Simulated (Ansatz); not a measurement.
GaH4SbSe, SMILES `[GaH2][SbH][SeH]`, 7 atoms. Charge 0, multiplicity 1. Correlated methods include outer-core shells of Ga, Sb, Se, which these sets cover unevenly. Scalar relativity is left out up to krypton. Sb takes the def2 core potential. All runs use 4 threads of an Arm Neoverse V1 on a shared host. Correlated methods freeze the cores.

(1) Give the basis size and wall time and peak host memory of each of these runs in Ansatz. RKS PBE0-D4/def2-TZVP frequencies; RKS CAM-B3LYP-D4/def2-TZVPP energy; RKS revPBE-D4/def2-TZVPP energy; RHF-MP2/def2-QZVPP energy; RKS ωB97M-V/def2-TZVPP energy and forces; RKS ωB97M-V/def2-SVP energy; RHF-CCSD(T)/def2-TZVPP energy; RKS PBE0-D4/def2-QZVPP energy; RKS PBE0-D4/def2-SVP energy; RKS PBE0-D4/def2-TZVP relaxation (14 steps); direct RPA on PBE orbitals/def2-TZVPP energy; RHF-CCSD(T)/def2-SVP energy. (Best estimate.)

## Answers

(1) The calculation gave: Other jobs shared the machine, so times are rough.

```csv
level,job,functions,wall time,peak host memory (GiB)
RKS PBE0-D4/def2-SVP,energy,110,1.6 s,0.41
RKS revPBE-D4/def2-TZVPP,energy,202,1.8 s,0.28
RKS CAM-B3LYP-D4/def2-TZVPP,energy,202,3.7 s,0.79
direct RPA on PBE orbitals/def2-TZVPP,energy,202,4.8 s,0.47
RKS ωB97M-V/def2-SVP,energy,110,6.5 s,0.41
RHF-CCSD(T)/def2-SVP,energy,110,9 s,0.53
RKS PBE0-D4/def2-QZVPP,energy,380,9 s,1.6
RKS ωB97M-V/def2-TZVPP,energy and forces,202,13 s,0.87
RHF-MP2/def2-QZVPP,energy,380,19 s,1.8
RKS PBE0-D4/def2-TZVP,relaxation (14 steps),170,54 s,0.55
RKS PBE0-D4/def2-TZVP,frequencies,170,2 min,0.54
RHF-CCSD(T)/def2-TZVPP,energy,202,2.4 min,2.9
```
